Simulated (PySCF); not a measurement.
# The potential of point charges around `CC(=O)N[SiH2]N`

Species: `CC(=O)N[SiH2]N`. Coordinates (GFN2-xTB, Å) and charges (e) from the PBE0/pcSseg-1 density (PySCF):

```json
{"atom": "C1", "x": "-2.374", "y": "0.227", "z": "0.279", "Mulliken": "-0.2409", "IAO": "-0.4738", "Hirshfeld": "-0.1209", "ESP-fitted": "-0.7276"}
{"atom": "C2", "x": "-0.904", "y": "0.202", "z": "0.633", "Mulliken": "+0.3676", "IAO": "+0.4481", "Hirshfeld": "+0.1837", "ESP-fitted": "+0.9030"}
{"atom": "O3", "x": "-0.421", "y": "0.931", "z": "1.480", "Mulliken": "-0.4617", "IAO": "-0.5155", "Hirshfeld": "-0.2809", "ESP-fitted": "-0.6014"}
{"atom": "N4", "x": "-0.121", "y": "-0.672", "z": "-0.025", "Mulliken": "-0.6302", "IAO": "-0.6089", "Hirshfeld": "-0.2009", "ESP-fitted": "-0.8011"}
{"atom": "Si5", "x": "1.587", "y": "-0.717", "z": "0.392", "Mulliken": "+0.8461", "IAO": "+1.0173", "Hirshfeld": "+0.3985", "ESP-fitted": "+0.7765"}
{"atom": "N6", "x": "2.225", "y": "0.820", "z": "-0.030", "Mulliken": "-0.6185", "IAO": "-0.8477", "Hirshfeld": "-0.3227", "ESP-fitted": "-0.9804"}
{"atom": "H7", "x": "-2.605", "y": "-0.428", "z": "-0.557", "Mulliken": "+0.1101", "IAO": "+0.1411", "Hirshfeld": "+0.0454", "ESP-fitted": "+0.1768"}
{"atom": "H8", "x": "-2.664", "y": "1.247", "z": "0.037", "Mulliken": "+0.1456", "IAO": "+0.1738", "Hirshfeld": "+0.0581", "ESP-fitted": "+0.2040"}
{"atom": "H9", "x": "-2.949", "y": "-0.081", "z": "1.150", "Mulliken": "+0.1483", "IAO": "+0.1739", "Hirshfeld": "+0.0588", "ESP-fitted": "+0.1956"}
{"atom": "H10", "x": "-0.536", "y": "-1.262", "z": "-0.726", "Mulliken": "+0.1954", "IAO": "+0.2732", "Hirshfeld": "+0.1317", "ESP-fitted": "+0.3714"}
{"atom": "H11", "x": "1.668", "y": "-1.165", "z": "1.782", "Mulliken": "-0.1166", "IAO": "-0.1640", "Hirshfeld": "-0.0886", "ESP-fitted": "-0.1483"}
{"atom": "H12", "x": "2.148", "y": "-1.689", "z": "-0.546", "Mulliken": "-0.1443", "IAO": "-0.1534", "Hirshfeld": "-0.0886", "ESP-fitted": "-0.1301"}
{"atom": "H13", "x": "1.727", "y": "1.617", "z": "0.339", "Mulliken": "+0.2098", "IAO": "+0.2748", "Hirshfeld": "+0.1085", "ESP-fitted": "+0.3854"}
{"atom": "H14", "x": "3.218", "y": "0.971", "z": "0.050", "Mulliken": "+0.1890", "IAO": "+0.2611", "Hirshfeld": "+0.1180", "ESP-fitted": "+0.3761"}
```

Points outside the species (Å): A (-0.9, -4.3, 2.6); B (-5.4, 4.2, -0.4); C (2.4, 6.5, 1.8); D (-0.3, 2.8, 3.8).

Task: Find the potential V = 14.3996 V·Å × Σ q/r of each set of charges at these points.

Result: In volts:

```tsv
point	nearest atom	distance (Å)	Mulliken	IAO	Hirshfeld	ESP-fitted
A	H11	4.13	+0.015	+0.104	+0.038	+0.033
B	H8	4.05	+0.106	-0.005	+0.017	+0.032
C	H13	5.14	-0.143	-0.172	-0.088	-0.082
D	O3	2.98	-0.691	-0.819	-0.463	-0.728
```

Task: How far are the other sets from the ESP-fitted one at these points?

Result: Root-mean-square difference: Mulliken 0.052 V, IAO 0.075 V, Hirshfeld 0.133 V. The ESP scheme fits charges at the nuclei, held to the total charge, to the electrostatic potential on points at 1.4 to 2.0 times the van der Waals radii.

Task: What energy would a point charge of -2 e have at D in the field of the ESP charges, leaving out polarisation?

Result: +1.457 eV = +140.6 kJ/mol, a repulsion.

The structure is a single GFN2-xTB conformer in the gas phase; no vibrational or solvent corrections.

Conformer computed: `[CH3:1][C:2](=[O:3])[NH:4][SiH2:5][NH2:6]`: C1–C2–N4–Si5 -179°, C2–N4–Si5–N6 -64°, H–N6–Si5–N4 52°, H–N6–Si5–N4 -174°.
